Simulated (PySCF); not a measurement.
SMILES F[Si](O[Si](F)(F)F)F, doublet, PBE0/def2-SVP optimised geometry.

```
8

F     -1.05     0.77     0.00
Si    -0.56    -0.77     0.00
F      1.05    -0.77     0.00
O     -1.07    -1.45    -1.41
Si    -1.69    -2.53    -2.44
F     -1.22    -2.20    -3.92
F     -3.28    -2.50    -2.39
F     -1.20    -4.00    -2.06
```

Density from unrestricted PBE0/def2-TZVP run with PySCF at that geometry.

Minimum of the electron density along straight lines between bonded atoms, close to the bond critical point (lines longer than 1.1 times the sum of covalent radii, or with two minima, are not listed):

```tsv
bond	length / Å	ρ at the minimum / e bohr⁻³	∇²ρ there / e bohr⁻⁵	position (fraction from the first atom)
F1–Si2	1.609	0.138	0.94	0.58
Si2–F3	1.610	0.137	0.94	0.42
Si2–O4	1.645	0.132	0.82	0.41
O4–Si5	1.615	0.144	0.93	0.59
Si5–F6	1.589	0.146	1.02	0.42
Si5–F7	1.591	0.145	1.01	0.42
Si5–F8	1.592	0.144	1.00	0.42
```
